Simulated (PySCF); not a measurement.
## RhH3, quintet: data card

Level of theory: PySCF, UPBE0, basis Rh def2-TZVP with ECP28, H def2-TZVP (scalar-relativistic core potentials, no spin–orbit coupling, density fitting).

The structure is a minimum.

```xyz
4
charge 0 multiplicity 5, angstrom
Rh    0.0014    0.0000    0.0000
H     1.6496    0.0000    0.0000
H    -0.9071    1.4171    0.0000
H    -0.9072   -1.4171    0.0000
```

- Point group: C2v
- Bond lengths: Rh–H 1.648 Å, Rh–H 1.683 Å (×2)
- Bond angles: H–Rh–H 114.7°, H–Rh–H 122.7° (×2)
- Heat capacity Cp at 298.15 K: 47.2 J/(mol K)
- Principal polarisabilities: 26.5, 52.2, 59.7 bohr³
- Highest occupied level (α): -6.77 eV
- Entropy at 298.15 K and 1 bar (electronic part: spin only): 250.2 J/(mol K)
- Principal quadrupole moments (Buckingham, traceless) about the centre of mass: -3.33, -1.82, 5.15 D Å
- Dipole moment: 0.14 D
- Rotational symmetry number: 2
- Spin squared ⟨S²⟩: 6.003
- Atomisation energy without zero-point energy: 494 kJ/mol
- Lowest empty level (β): -4.82 eV
- Rotational constants: 4.165, 3.83, 1.995 cm⁻¹
- Enthalpy at 298.15 K above 0 K: 11.28 kJ/mol
- Zero-point energy: 39.9 kJ/mol

Harmonic modes (masses in u: Rh 102.906, H 1.008):
```json
{"symmetry": "b2", "ω (cm⁻¹)": "537", "IR (km/mol)": "20.0", "μ (u)": "1.03", "type": "bend"}
{"symmetry": "b1", "ω (cm⁻¹)": "541", "IR (km/mol)": "83.6", "μ (u)": "1.04", "type": "bend"}
{"symmetry": "a1", "ω (cm⁻¹)": "691", "IR (km/mol)": "28.2", "μ (u)": "1.02", "type": "bend"}
{"symmetry": "b2", "ω (cm⁻¹)": "1467", "IR (km/mol)": "205", "μ (u)": "1.01", "type": "stretch"}
{"symmetry": "a1", "ω (cm⁻¹)": "1669", "IR (km/mol)": "0.9", "μ (u)": "1.02", "type": "stretch"}
{"symmetry": "a1", "ω (cm⁻¹)": "1773", "IR (km/mol)": "3.0", "μ (u)": "1.01", "type": "stretch"}
```

In C2v the vibrations span 2b2 + b1 + 3a1. Here b1 is antisymmetric to the molecular plane and b2 lies in it.

Charges (e):
```
atom  Mulliken  Löwdin  polar tensor  spin (Mulliken)  Mayer order to Rh1
 Rh1      0.16    0.06          0.06             2.88                   –
  H2     -0.05   -0.03         -0.07             0.33                0.90
H3,4     -0.05   -0.02          0.00             0.39                0.86
```

Mulliken populations on Rh1 (electrons outside its core potential): s 2.72, p 6.59, d 7.52, f 0.00.

Outer orbital energies (eV). α occupied: -12.33, -11.91, -11.64, -11.43, -10.08, -9.72, -6.77, -6.77; empty: -1.08, 1.30, 1.48, 1.61. β occupied: -10.09, -9.90, -9.73, -8.84; empty: -4.82, -4.75, -3.13, -2.98.

Formally Rh is in oxidation state +3, d6, with 4 unpaired electrons (the high-spin count). The Mulliken spin on Rh is 2.88. The polar-tensor charge on Rh, 0.06, is far below the formal one.

This need not be the most stable arrangement of these atoms. Open d and f shells are described by one determinant, and the ground state may have another occupation or spin. At this level a singlet minimum of C3v symmetry lies 350 kJ/mol below this structure.

The final relaxation and frequency run took about 60 core-seconds on a shared host.
